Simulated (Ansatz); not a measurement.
Si2GeH8⁻, that is Ge(SiH3)2H2 with one electron more. The state is a doublet with charge -1. Geometry PBE-D4/def2-SVP, that of the neutral singlet; atoms count from 1.

```xyz
11

Ge    0.8246    0.5275    0.1667
Si    0.6274   -1.2242   -1.4530
H     0.2578   -2.5108   -0.7643
H     1.9195   -1.4263   -2.1984
H    -0.4547   -0.8804   -2.4414
Si   -1.2474    0.8276    1.3277
H    -1.6283   -0.4524    2.0224
H    -2.3313    1.1819    0.3450
H    -1.1443    1.9246    2.3533
H     1.2269    1.8528   -0.5397
H     1.9497    0.1796    1.1817
```

The highest occupied level of the charge -1 doublet lies above zero (up to 1.94 eV). By energy differences it is unbound by 0.83 eV (vertical, to the charge 0 singlet, at PBE0-D4/def2-TZVPD) and held by the finite basis.

(1) Estimate the Mulliken populations from the PBE0/def2-TZVPD orbitals of Ansatz.

(2) Where does the spin sit?

(3) And the Mayer bond orders between bonded heavy atoms (over 0.3)?

Results:

(1) 
```
atom  charge (e)  spin (α − β)
 Ge1       -0.57          0.42
 Si2       -0.06          0.03
  H3       -0.05          0.05
  H4       -0.10          0.09
  H5       -0.05          0.05
 Si6       -0.06          0.03
  H7       -0.05          0.05
  H8       -0.05          0.05
  H9       -0.10          0.09
 H10        0.04          0.06
 H11        0.04          0.06
```
Mulliken values and Mayer orders depend strongly on the basis. With diffuse functions, as here, like atoms can get unlike values, and bond orders can come out too low or too high.

(2) Summed by element: Ge 0.42, Si 0.07, H 0.51, of 1 unpaired in all. Largest on single atoms: Ge1 0.42, H4 0.09, H9 0.09.

(3) Ge1–Si2 1.49 (2.39 Å); Ge1–Si6 1.49 (2.39 Å).
